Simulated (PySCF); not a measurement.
These compounds are isomers of formula C8H12O2.

A. SMILES C(C)(C)OC1=CCC=CO1
B. `C(=O)O[C@@H]1CC[C@@H]2C[C@@H]2C1`
C. `C(C(=C)COCOC)#CC`
D. SMILES COC(=O)[C@@H]1CC=CCC1

Spectrum 1. 1H NMR (400 MHz, computed): δ 6.38 (d, 1H), 4.90 (m, 1H), 4.64 (sept, 1H), 3.92 (t, 1H), 3.15 (m, 2H), 1.21 (d, 6H). 13C{1H} NMR (computed): δ 162.0 (C), 146.8 (CH), 109.1 (CH), 76.1 (CH), 69.8 (CH), 26.3 (CH2), 24.6 (CH3).

Spectrum 2. 1H NMR (400 MHz, computed): δ 6.03 (br s, 1H), 5.87 (br s, 1H), 4.95 (s, 2H), 4.13 (s, 2H), 3.49 (s, 3H), 2.16 (s, 3H). 13C{1H} NMR (computed): δ 135.0 (C), 126.8 (CH2), 99.6 (CH2), 96.2 (C), 84.4 (C), 73.4 (CH2), 56.4 (CH3), 5.6 (CH3).

Spectrum 3. 1H NMR (400 MHz, computed): δ 6.05 (m, 1H), 6.03 (m, 1H), 3.89 (s, 3H), 2.47 (m, 1H), 2.41 (m, 1H), 2.22 (m, 1H), 2.20 (m, 1H), 2.16 (m, 1H), 1.78 (m, 1H), 1.73 (m, 1H). 13C{1H} NMR (computed): δ 182.6 (C), 134.4 (CH), 133.6 (CH), 53.1 (CH3), 46.0 (CH), 32.9 (CH2), 29.4 (CH2), 29.2 (CH2).

Spectrum 4. 1H NMR (400 MHz, computed): δ 8.09 (s, 1H), 4.81 (m, 1H), 2.72 (m, 1H), 2.17 (m, 1H), 2.08 (m, 1H), 1.57 (m, 1H), 1.35 (m, 1H), 1.23 (m, 1H), 0.96 (m, 1H), 0.89 (m, 1H), 0.68 (m, 1H), -0.04 (m, 1H). 13C{1H} NMR (computed): δ 165.3 (CH), 73.8 (CH), 34.0 (CH2), 28.5 (CH2), 27.1 (CH2), 13.7 (CH), 12.6 (CH2), 11.4 (CH).

Gas phase, no relativistic terms, a single conformation, one averaged value for each set of equivalent atoms. Structure optimised with GFN2-xTB; GIAO PBE0/pcSseg-1 shieldings; PySCF 2.14.0 with density-fitted response routines.

References, each an isolated molecule treated in the same way: TMS for 1H and 13C. Where no couplings were computed, multiplicities follow the n + 1 count of equivalent neighbours, and m marks all less simple cases (inequivalent or close neighbours, rings, F or P nearby). Shifts are as computed. Against solution values, carbons near 30 ppm lie about +3 ppm off and those near 130 ppm about +5 ppm. Of 1211 compounds with measured shifts, 218 miss one by over three times the rms of a fit or turn the order of signals round; such compounds aren't used in these exercises.

Q: Which spectrum belongs to which compound?

A: 1–A, 2–C, 3–D, 4–B.

- Spectrum 1 (A): 7 13C signals; δC 162.0 is an alkene carbon bearing oxygen; δC 146.8 is an alkene carbon bearing oxygen.
- Spectrum 2 (C): 8 13C signals; δC 135.0 is a fully substituted alkene carbon; δC 126.8 is a terminal =CH2 carbon.
- Spectrum 3 (D): 8 13C signals; δC 182.6 is an ester carbonyl carbon; δC 134.4 is an alkene CH.
- Spectrum 4 (B): 8 13C signals; δC 165.3 is an ester carbonyl carbon; δC 73.8 is an sp3 CH bonded to O.
